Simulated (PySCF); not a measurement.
A structure optimised at GFN2-xTB (Å):
```
atom  x, y, z in Å
O1    -2.1741   -1.4422    0.2467
C2    -1.9672   -0.3030   -0.0901
O3    -2.5535    0.6896   -0.4545
C4    -0.4074    0.0098   -0.0435
C5     0.6186   -0.8892    0.3356
C6     1.7609   -0.1617    0.2128
O7     1.4966    1.0898   -0.2065
C8     0.1800    1.2001   -0.3639
H9     0.4979   -1.9054    0.6448
H10    2.7874   -0.4158    0.3886
H11   -0.2338    2.1306   -0.6959
```

Doublet state.

**Question.** Read off the bonds between heavy atoms and their formal orders.

**Answer.** O1–C2 1.21 Å (single); C2–O3 1.21 Å (double); C2–C4 1.59 Å (single); C4–C5 1.42 Å (aromatic); C5–C6 1.36 Å (aromatic); C6–O7 1.35 Å (aromatic); O7–C8 1.33 Å (aromatic); C4–C8 1.37 Å (aromatic). Bonds to hydrogen (Å): C5–H9 1.07; C6–H10 1.07; C8–H11 1.07. The orders are those of one drawing; other resonance forms can be drawn.

**Question.** Give the structure as a SMILES string.

**Answer.** `[O]C(=O)c1ccoc1`, C5H3O3.

**Question.** What is the point group of this geometry?

**Answer.** Cs (every atom within 0.08 Å of its image).

**Question.** Which rings does it hold (smallest set)?

**Answer.** C4–C5–C6–O7–C8 (5 members, 0.00 Å rms from planarity).

**Question.** Classify the heavy atoms.

**Answer.** O1/O3: oxygen bonded to C; C2: carbon bonded to C and 2 O; C4: carbon bonded to 3 C; C5: carbon bonded to 2 C and H; C6: carbon bonded to C, O and H; O7: oxygen bonded to 2 C; C8: carbon bonded to C, O and H.

**Question.** What is the arrangement about O7?

**Answer.** It has 2 neighbours (C6, C8) and is bent (angle 108.0°).

**Question.** What is the arrangement about C6?

**Answer.** It has 3 neighbours (C5, O7, H10) and is planar (angles 131.5°, 117.4° and 111.1°, sum 360.0°, 0.00 Å off the plane of its three neighbours).

All values are computed, not measured.
